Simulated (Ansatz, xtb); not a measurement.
ClFH3OSi2+: which of two isomers lies lower

Structure I is `F[Si@H](Cl)O[SiH2+]`, a singlet and structure II is `F[SiH+]O[SiH2]Cl`, a singlet. Both are isolated ions in the gas phase, relaxed with PBE0-D3(BJ)/def2-SVP; the shapes shown needn't be the lowest conformers.

I (Å):

```json
{"atom": "Cl", "x (Å)": "-2.0495", "y (Å)": "1.1671", "z (Å)": "3.5654"}
{"atom": "F", "x (Å)": "-3.5575", "y (Å)": "1.0318", "z (Å)": "0.9853"}
{"atom": "O", "x (Å)": "-1.2591", "y (Å)": "-0.1541", "z (Å)": "1.0181"}
{"atom": "Si", "x (Å)": "-2.6734", "y (Å)": "0.1324", "z (Å)": "1.9670"}
{"atom": "Si", "x (Å)": "-0.2654", "y (Å)": "0.1322", "z (Å)": "-0.1705"}
{"atom": "H", "x (Å)": "-3.2696", "y (Å)": "-1.1790", "z (Å)": "2.2270"}
{"atom": "H", "x (Å)": "0.9386", "y (Å)": "-0.7131", "z (Å)": "-0.2426"}
{"atom": "H", "x (Å)": "-0.5769", "y (Å)": "1.2050", "z (Å)": "-1.1347"}
```

II (Å):

```csv
atom,x (Å),y (Å),z (Å)
Cl,-0.1010,-2.1652,-1.7416
F,-4.0584,1.4896,-0.0647
O,-1.9235,0.0256,-0.8063
Si,-3.4506,0.1317,-0.5606
Si,-0.2193,-0.2420,-1.1284
H,-4.4097,-0.9554,-0.7551
H,0.4121,-0.0172,0.1851
H,0.0776,0.7237,-2.2025
```

Question: Estimate E(II) − E(I) at the level CCSD(T)/def2-SVP + ΔMP2/def2-TZVPP.

Answer: Calculated at CCSD(T)/def2-SVP + ΔMP2/def2-TZVPP: E(II) − E(I) = +3.5 kcal/mol, so structure I lies lower.

Level by level:

```
                             level              geometry  E(II) − E(I) (kcal/mol)  departure from the last row (kcal/mol)  job, with rough time for the two
                          GFN2-xTB              GFN2-xTB                      +4.9                                    +1.4               optimisation, 0.3 s
                         HF/STO-3G              GFN2-xTB                      +2.6                                    −0.9              single point, 0.52 s
                r2SCAN-D4/def2-SVP              GFN2-xTB                      +3.2                                    −0.3                 single point, 4 s
              PBE0-D3(BJ)/def2-SVP  PBE0-D3(BJ)/def2-SVP                      +3.9                                    +0.4             optimisation, 5.2 min
                       HF/def2-SVP  PBE0-D3(BJ)/def2-SVP                      +5.6                                    +2.1           part of the CCSD(T) run
                      MP2/def2-SVP  PBE0-D3(BJ)/def2-SVP                      +3.6                                    +0.1           part of the CCSD(T) run
                  CCSD(T)/def2-SVP  PBE0-D3(BJ)/def2-SVP                      +4.1                                    +0.6                      single point
CCSD(T)/def2-SVP + ΔMP2/def2-TZVPP  PBE0-D3(BJ)/def2-SVP                      +3.5                                                        single point, 33 s
```

As drawn, both hold the same kinds of bond in the same numbers.

The levels shown agree on the order. The largest departure from CCSD(T)/def2-SVP + ΔMP2/def2-TZVPP is that of HF/def2-SVP, 2.1 kcal/mol. The last row adds to CCSD(T) the change of the MP2 difference between the two basis sets, here −0.6 kcal/mol.

With harmonic frequencies from PBE0-D3(BJ)/def2-SVP (ideal gas, rigid rotor, one conformer each, 298.15 K, 1 atm): on the last row, ΔE + ΔZPE = +3.8 kcal/mol. A mode under 50 cm⁻¹ makes harmonic enthalpies and free energies unreliable, so none is given.

The correlated steps freeze 17 core orbitals. Codes used: Ansatz 0.2.0, xtb 6.7.1; the last row on 1 thread of Intel(R) Xeon(R) Platinum 8488C (Sapphire Rapids) on a shared host.
